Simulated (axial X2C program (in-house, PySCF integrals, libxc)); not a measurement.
Nuclear properties of TeCl⁻

Calculated with an axial X2C code built on PySCF integrals: two-component X2C with atomic mean-field Coulomb and Gaunt terms, Gaussian nuclei, basis Te dyall-acv3z, Cl dyall-av3z with contracted cores.

R = 2.465 Å (near the PBE0 minimum at charge -1 of the determinant lowest at the starting distance; the state shown can have its own minimum elsewhere).

Determinant lowest in the PBE0 search, Ω = 0 (closed shell), highest spinor 85% Te p, 7% Cl p, 5% Cl d:

```tsv
level	qzz Te (a.u.)	qzz Cl (a.u.)
PBE0	15.42	2.80
HF	16.96	2.54
PBE	14.69	2.85
BHandHLYP	16.22	2.71
BP86	14.76	2.85
```

Determinant 1.07 eV from it at PBE0 and this distance, Ω = 2 (⟨Sz⟩ = 0.99, ⟨Lz⟩ = 1.01 at PBE0), spin on the atoms Te 0.90, Cl 0.09:

| level | Eeff magnitude (GV/cm) | Ws magnitude Te (kHz) | A∥/gI Te (MHz) | qzz Te (a.u.) | A∥/gI Cl (MHz) | qzz Cl (a.u.) |
| --- | --- | --- | --- | --- | --- | --- |
| PBE0 | 11.1 | 3.55 | 714 | 3.40 | 160 | 1.22 |
| HF | 14.8 | 4.7 | 726 | 3.96 | 165 | 1.08 |
| PBE | 9.65 | 3.08 | 686 | 3.48 | 158 | 1.23 |
| BHandHLYP | 12.2 | 3.88 | 773 | 3.37 | 167 | 1.19 |
| BP86 | 9.75 | 3.11 | 712 | 3.44 | 160 | 1.21 |

Eeff is the effective electric field on the electron electric dipole moment in this Ω state and Ws the scalar–pseudoscalar constant of the nucleus named (defined with the proton number Z and per Ω); A∥ (defined per Ω) follows by multiplying with gI = μI/(I μN); qzz is the electric field gradient, eQq0 = 234.96 MHz × Q/barn × qzz. The operators were transformed with the bare-nucleus X2C matrices; with these basis sets, hyperfine constants and field gradients can be off by tens of per cent, and where levels differ in sign neither size nor sign is settled.

Problem. With Q(35Cl) = -0.08112 barn (Q from Pyykkö, Mol. Phys. 2018), turn the PBE0 values of the first state into constants in MHz.

Solution. eQq0(35Cl) = 234.96 × (-0.08112) × (2.80) = -53.4 MHz.

Each state is one determinant with collinear spin, which with several unpaired electrons need not be a pure state. Unrestricted Hartree–Fock can overshoot spin polarisation at the nuclei. For an anion, determinants above electron detachment, or with a positive highest level, are held by the basis set. With several open shells hyperfine constants can be off by a factor of several. Open-shell Ω = 0 determinants with evenly filled partner blocks cannot be reached by this program, so the Ω shown need not be the lowest component. The search compared states at one distance, so a state with another bond length can lie lower. Further determinants of the search, some of them spin-mixed, are not shown. PBE0 term energies can be off by some tenths of an eV.
